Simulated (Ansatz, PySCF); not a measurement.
Molecule: NaF (charge +1, doublet). 
Geometry from a B3LYP-D3(BJ)/def2-TZVP (Ansatz, an electronic-structure program) optimisation:
```
Na
F 1 2.4971
```
Charge +1, spin multiplicity 2.

Total electronic energies in hartree. Cores are frozen in the correlated levels unless marked. Open shells are spin-unrestricted. Spin-orbit coupling is left out. No relativistic terms. FCI takes restricted orbitals. Basis-set limits of correlation are two-point, X^-3; Hartree-Fock from the larger set.

```csv
level,program,energy (Eh)
HF/def2-SVP,Ansatz,-260.90443
HF/def2-QZVPPD,Ansatz,-261.09770
PBE0/def2-TZVP,Ansatz,-261.66350
MN15-D3(BJ)/def2-TZVPD,PySCF + dftd3,-261.69821
SCS-MP2/STO-3G,Ansatz,-257.78643
SCS-MP2/6-31G,Ansatz,-261.10550
SCS-MP2/def2-SVP,Ansatz,-261.04136
FCI/6-31G,Ansatz,-261.11430
"CCSD(T)/CBS(def2-TZVPPD,def2-QZVPPD)",Ansatz,-261.3483
```

Totals of different functionals don't rank their quality; only differences between species are comparable.
